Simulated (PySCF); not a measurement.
## Calculated data, CH₄BGeN, B₃GeH₆, CH₇B₂Ge

Calculation on a computer-drawn molecule: the log of a Hartree-Fock and frozen-core CCSD(T) single point meant for a local Hartree-Fock minimum, with one planted fault or none, to be diagnosed. Offsets are logged minus clean, where the clean run is the same molecule without the fault. The reference is restricted for singlets and unrestricted otherwise, and also for a bond in bohr or an excited solution. Adding or removing an electron swaps singlet and doublet. The excited solution moves the top pair (singlet) or top alpha electron (doublet) to the lowest empty orbital. Highest occupied and lowest empty are orbital energies over both spins, largest force is the largest gradient component, triples share is (T) over the correlation energy, the T1 limit is 0.02 restricted and 0.045 unrestricted, electrons count all cores, a negative frequency is imaginary (commonest isotopes), and the dipole is about the centre of nuclear charge; on germanium a core potential holds 10 electrons, which the energies leave out, and 3d is frozen in MP2 and coupled-cluster steps. Program: PySCF 2.14.0.

Common to all runs: meant basis cc-pVDZ; meant basis and core potential on germanium cc-pVDZ-PP ECP10MDF; logged SCF converged yes; logged CC converged yes; logged SCF stable within its kind yes; possible faults no fault, one electron removed, one electron added, multiplicity raised by two, geometry at a saddle point, SCF held on an excited solution, minimal basis STO-3G, one bond length entered in bohr, all coordinates scaled.

(1) CH₄BGeN

Logged structure:
```xyz
8
CH4BGeN
B     -2.5463    -0.0050     1.7593
N     -1.4641     0.6013     1.6411
Ge     0.0913     1.5878     1.7219
C      0.7703     1.1209    -0.1001
H     -3.5642    -0.5791     1.8616
H      0.8917     0.0350    -0.1773
H      0.0344     1.4216    -0.8537
H      1.7256     1.6047    -0.3180
```

| Property | Result |
| --- | --- |
| meant charge | 0 |
| meant multiplicity | 1 |
| logged electrons | 55 |
| logged basis functions | 85 |
| logged spin squared | 0.798 |
| logged highest occupied | -0.38508 eV |
| logged lowest empty | 7.9147 eV |
| logged largest force | 0.03845 hartree/bohr |
| logged T1 diagnostic | 0.019981 |
| logged D1 diagnostic | 0.071506 |
| logged triples share | 0.036015 |
| logged dipole magnitude | 1.5049 debye |
| logged energy HF | -412.70805 hartree |
| logged energy CCSD(T) | -413.24071 hartree |
| planted fault | one electron added |
| HF energy offset from clean run | 8.545 kcal/mol |
| CCSD(T) energy offset from clean run | -1.111 kcal/mol |

Drawn bonds:
```
atom  other atom  order
   1           2      2
   2           3      1
   3           4      1
   1           5      1
   4           6      1
   4           7      1
   4           8      1
```

(2) B₃GeH₆

Logged structure:
```xyz
10
B3GeH6
B      2.1242     0.8524     0.9411
B      2.1485    -0.8007     1.2312
B      1.3947    -1.9883     0.3182
Ge    -0.5583    -2.4969     0.5494
H      1.2704     1.5589     1.4109
H      2.9643     1.3856     0.2647
H      2.7739    -1.1763     2.1967
H      1.9719    -2.5593    -0.5669
H     -1.3717    -2.0552     1.7675
H     -1.1031    -3.8127    -0.0063
```

| Property | Result |
| --- | --- |
| meant charge | 0 |
| meant multiplicity | 2 |
| logged electrons | 53 |
| logged basis functions | 95 |
| logged spin squared | 0.7645 |
| logged highest occupied | -8.1629 eV |
| logged lowest empty | 0.4715 eV |
| logged largest force | 3.449e-05 hartree/bohr |
| logged lowest frequency | 85.193 cm⁻¹ |
| logged T1 diagnostic | 0.019491 |
| logged D1 diagnostic | 0.079034 |
| logged triples share | 0.028618 |
| logged dipole magnitude | 0.12559 debye |
| logged energy HF | -370.82738 hartree |
| logged energy CCSD(T) | -371.22506 hartree |
| planted fault | no fault |
| HF energy offset from clean run | 0 kcal/mol |
| CCSD(T) energy offset from clean run | 0 kcal/mol |

Drawn bonds:
```
atom  other atom  order
   1           2      1
   2           3      1
   3           4      1
   1           5      1
   1           6      1
   2           7      1
   3           8      1
   4           9      1
   4          10      1
```

(3) CH₇B₂Ge

Logged structure:
```xyz
11
CH7B2Ge
B     -1.8919     1.7117     0.6978
B     -0.4890     0.9686     1.2764
C      0.3700    -0.2414     0.6651
Ge     1.5535    -0.0979     2.1412
H     -2.9641     1.2969     1.0255
H     -1.8093     2.6538    -0.0335
H     -0.0368     1.4222     2.3509
H      0.8038    -0.0036    -0.3063
H     -0.1938    -1.1726     0.6071
H      2.6928     0.8956     2.1190
H      1.2461    -0.8005     3.4440
```

| Quantity | Value |
| --- | --- |
| meant charge | 1 |
| meant multiplicity | 1 |
| logged electrons | 54 |
| logged basis functions | 100 |
| logged spin squared | 0 |
| logged highest occupied | -15.892 eV |
| logged lowest empty | -4.1371 eV |
| logged largest force | 2.604e-05 hartree/bohr |
| logged lowest frequency | 101.13 cm⁻¹ |
| logged T1 diagnostic | 0.01453 |
| logged D1 diagnostic | 0.042353 |
| logged triples share | 0.029117 |
| logged dipole magnitude | 0.82028 debye |
| logged energy HF | -384.37329 hartree |
| logged energy CCSD(T) | -384.82729 hartree |
| planted fault | no fault |
| HF energy offset from clean run | 0 kcal/mol |
| CCSD(T) energy offset from clean run | 0 kcal/mol |

Drawn bonds:
```
atom  other atom  order
   1           2      1
   2           3      1
   3           4      1
   1           5      1
   1           6      1
   2           7      1
   3           8      1
   3           9      1
   4          10      1
   4          11      1
```
